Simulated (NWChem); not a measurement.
Species: TiIF3; SMILES [F][Ti]([F])([I])[F]

Computed with NWChem. All runs use the structure optimised with PBE-D3(BJ)/def2-SVP. def2 effective core potentials on I; no spin-orbit coupling.

What does the run give for PBE/def2-SVP? Quantities: highest occupied level (eV); orbital gap (eV); dipole (D).


```json
{
  "highest occupied level (eV)": "-7.18",
  "orbital gap (eV)": "3.02",
  "dipole (D)": "0.23"
}
```
